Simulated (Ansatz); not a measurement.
A nudged elastic band was laid between two geometries of BClH2O + H3P (9 atoms, charge 0, multiplicity 1).

These are results of RKS PBE0/6-31G* (Ansatz 0.2.0), not measurements.

```yaml
movable_images: 5
climbing_image: yes
spring: 5.0 eV/Å²
optimiser: quadratic models (default)
start_path: through a guess of the saddle point
force_threshold: 0.05 eV/Å
iteration_limit: 60
end_points: relaxed
```

Image 0:

```xyz
9
Properties=species:S:1:pos:R:3
B 0.157 -0.719 -0.206
Cl 0.732 -1.833 1.048
H 0.946 -0.183 -0.915
O -1.158 -0.508 -0.392
H -1.707 -1.001 0.235
P -0.378 2.411 1.402
H -0.804 3.097 0.234
H -0.120 3.608 2.123
H -1.698 2.285 1.913
```

Image 6:

```xyz
9
Properties=species:S:1:pos:R:3
B -0.215 0.956 -0.404
Cl -1.467 -0.894 3.107
H 0.300 0.968 -1.489
O -0.621 -0.233 0.132
H -0.440 -0.987 -0.445
P -0.631 2.589 0.501
H -0.434 2.171 1.842
H 0.630 3.212 0.323
H -1.153 -0.624 1.874
```

Which bonds break or form, and what moves?

Bonds broken: B1–Cl2, P6–H9. Bonds formed: B1–P6, Cl2–H9. BClH2O + H3P becomes BH4OP + ClH.

What energy profile does the band end with?

It converged. The highest image is number 3 of 0 to 6, 1.92 eV above the first end and 1.08 eV above the last; the last end lies 0.84 eV above the first. Neighbouring images differ by up to 1.8 eV, so the band resolves the path poorly. A vibrational analysis at the climbing image gives one clearly imaginary mode, 704i cm⁻¹: a first-order saddle point. The orbitals stay closed-shell, which can raise the energy where a bond breaks towards radicals; this wasn't checked here.

```csv
image,path coordinate (Å),energy (eV),B1–Cl2 (Å),P6–H9 (Å),B1–P6 (Å)
0,0.00,0.00,1.77,1.42,3.56
1,1.83,0.01,1.78,1.42,3.51
2,3.66,0.15,1.78,1.42,3.25
3,5.49,1.92,2.21,1.72,2.06
4,7.10,1.01,3.61,2.86,1.93
5,8.70,0.89,3.85,3.46,1.91
6,10.31,0.84,4.16,3.53,1.91
```

What is the geometry of the highest image?


```xyz
9
Properties=species:S:1:pos:R:3
B -0.245 0.265 0.164
Cl -0.198 -0.455 2.254
H 0.879 0.013 -0.146
O -1.403 -0.166 -0.415
H -1.328 -1.080 -0.715
P -0.399 2.312 0.363
H -1.535 2.578 1.169
H 0.580 2.705 1.308
H -0.384 0.986 1.459
```

The run took 8.6 min on 1 thread of Arm Neoverse V1 (shared host), peak memory 0.15 GiB.
